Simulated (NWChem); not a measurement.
Polarisability of PbS

```
Pb
S 1 2.3407
```
Charge 0, spin multiplicity 1.

All runs are NWChem calculations. All single points use one geometry, from PBE/def2-SVP with def2 effective core potentials on Pb, a minimum by its harmonic frequencies.

Basis set: def2-SVPD. Static limit.

Effective core potentials replace the inner electrons of Pb; spin-orbit coupling is left out. The correlated methods keep 9 core orbitals frozen. B3LYP has NWChem's definition, with VWN1-RPA local correlation. The structure started from a generated list of species. No row is a measurement; the coupled-cluster row has its own basis-set and correlation limits.

Task: For the isotropic polarisability, HF gives 67.39 bohr³ and PBE gives 69.74 bohr³. What do BHandHLYP, B3LYP, CCSD linear response give?

Result: BHandHLYP: 67.61 bohr³; B3LYP: 69.06 bohr³; CCSD linear response: 74.08 bohr³.
